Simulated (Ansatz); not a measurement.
Reaction (ligand exchange at the Si–S bond): `N[Si@H](F)S[Si@@H](N)Cl` + H₂Se → `N[SiH](F)[SeH]` + `N[SiH](S)Cl`

Isolated molecules relaxed with PBE0-D4/def2-TZVP in Ansatz; ΔE leaves out vibrations. CBS: MP2 limit from def2 TZ/QZ plus the TZ coupled-cluster correction, frozen cores. DFT in def2-TZVPP. B3LYP here is the variant with VWN-RPA as its local correlation; programs differ in this. For Se outer-core shells are correlated without core-valence functions, which leaves a few kJ/mol of doubt a bond. Scalar relativity is left out up to krypton. Each species was taken in one conformer, which may not be the lowest.

```
             level  ΔE (kJ/mol)  difference from CCSD(T)/CBS
         r2SCAN-D4          7.9                          3.0
          B3LYP-D4          9.9                          5.0
           ωB97X-V          7.9                          3.0
           ωB97M-V          8.8                          3.9
            B2PLYP          2.2                         -2.7
               PBE         -0.2                         -5.1
            r2SCAN          5.3                          0.4
              PBE0          1.1                         -3.8
             B3LYP         -1.6                         -6.5
    MP2/def2-TZVPP          7.0                          2.1
CCSD(T)/def2-TZVPP          6.6                          1.7
     HF/def2-QZVPP         -0.5                         -5.4
    MP2/def2-QZVPP          6.0                          1.1
SCS-MP2/def2-QZVPP          4.7                         -0.2
      HF/CBS(def2)         -0.5                         -5.4
    CCSD/CBS(def2)          3.2                         -1.7
       CCSD(T)/CBS          4.9                            0
```

Largest T1 diagnostic among the species: 0.011.

The D4 term adds +11.5 kJ/mol with B3LYP and +6.9 kJ/mol with PBE0; it sums over pairs of atoms, weighted by their polarisabilities, and B3LYP, whose exchange is more repulsive, gets the larger term. In def2-TZVPP, CCSD(T) changes the Hartree–Fock value by +6.8 kJ/mol (the triples alone add +1.7 kJ/mol) and MP2 by +7.3 kJ/mol.
